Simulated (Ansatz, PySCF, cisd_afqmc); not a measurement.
Species: CH4Si, charge 0, singlet. CH4Si (methylidenesilane, SMILES C=[SiH2]).
B3LYP-D3(BJ)/def2-TZVP minimum from Ansatz (a program for electronic structure):
```xyz
6

C     -1.1498    -0.0548    -0.0450
Si     0.5479     0.0261     0.0215
H     -1.7685     0.8316    -0.0996
H     -1.6839    -0.9961    -0.0356
H      1.3979    -1.1745     0.0958
H      1.2833     1.3023     0.0091
```

Atomisation energy term by term, kcal/mol (programs: Ansatz, cisd_afqmc). Open shells are spin-unrestricted; no spin-orbit coupling. Cores are frozen in correlated methods. Rows without X2C or -DK are non-relativistic. AFQMC/CISD: phaseless, guided by CISD from CCSD amplitudes; bars are statistical, one sigma. Outlying blocks are dropped, and bars are widened where a walk drifts. Over all cases where full CI ran beside it in this data, AFQMC minus full CI had a median of +0.1 mEh and passed +0.4 mEh in a tenth of the cases. CBS(X,Y): correlation extrapolated as X^-3, Hartree-Fock from the larger set (Q,5: extrapolated as (X+1)exp(-9√X)). A bracket is a step between two methods taken in the basis named. '+ core + X2C': CCSD(T) terms for core correlation (cc-pwCVTZ, 1s frozen past Ne) and scalar relativity (cc-pVTZ-DK). For partners of very few electrons the exact lower level stands in for a higher one. The restricted determinant of CH4Si (C=[SiH2], singlet) is unstable towards broken spin symmetry in at least one set run.

```json
[
 {"term": "Hartree-Fock", "basis": "CBS(cc-pV(Q+d)Z,cc-pV(5+d)Z)", "kcal/mol": "342.06"},
 {"term": "CCSD correlation", "basis": "CBS(cc-pV(Q+d)Z,cc-pV(5+d)Z)", "kcal/mol": "112.07"},
 {"term": "(T)", "basis": "CBS(cc-pV(Q+d)Z,cc-pV(5+d)Z)", "kcal/mol": "6.84"},
 {"term": "CCSDT(Q) - CCSD(T)", "basis": "cc-pV(T+d)Z", "kcal/mol": "0.33"},
 {"term": "CCSDTQ - CCSDT(Q)", "basis": "cc-pV(D+d)Z", "kcal/mol": "-0.05"},
 {"term": "core correlation", "basis": "cc-pwCVTZ", "kcal/mol": "1.03"},
 {"term": "scalar relativity", "basis": "X2C, cc-pVTZ-DK", "kcal/mol": "-0.75"},
 {"term": "minus zero-point energy", "basis": "Hessian by PySCF at B3LYP-D3(BJ)/def2-TZVP", "kcal/mol": "-25.13"},
 {"term": "sum: D0", "basis": "", "kcal/mol": "436.4"}
]
```

The step beyond CCSD(T) by other levels: CCSDTQ in cc-pV(D+d)Z 0.54; AFQMC/CISD in cc-pV(D+d)Z 0.14 ± 0.27; CCSDT(Q) in cc-pV(D+d)Z 0.59 kcal/mol.
